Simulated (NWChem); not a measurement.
# CH6F2Si2; SMILES FC[Si@@H](F)[SiH3]

```xyz
11

F      1.0664     1.9699     0.0321
C     -0.2362     1.6673    -0.3288
Si    -0.6213    -0.0396     0.4091
F     -2.0092    -0.5687    -0.2748
Si     1.1487    -1.4896    -0.1017
H     -0.3153     1.6519    -1.4302
H     -0.9088     2.4596     0.0428
H     -0.8564     0.0749     1.8783
H      0.7817    -2.8996     0.2309
H      2.3523    -1.0965     0.6906
H      1.4653    -1.3968    -1.5593
```
Atoms are numbered in this order, from 1.

Program: NWChem. Coordinates come from a PBE0/def2-SVP optimisation. Level PBE/def2-SVP: energy and gradient on several grids; changes count from the extra-fine grid, which is no exact limit either.

Q: Which is the coarsest grid (fine; xfine; coarse; xcoarse; medium) from which on the energy stays within 100 μHa and each gradient component within 200 μHa/bohr of xfine?

A: medium.
```csv
grid,size of the energy change (μHa),largest change of a gradient component (μHa/bohr),"time, medium = 1 (rough)"
xcoarse,10000,3000,about 1
coarse,20,400,about 1
medium,< 10,100,about 1
fine,< 10,< 30,about 1
xfine,< 10,< 30,2
```
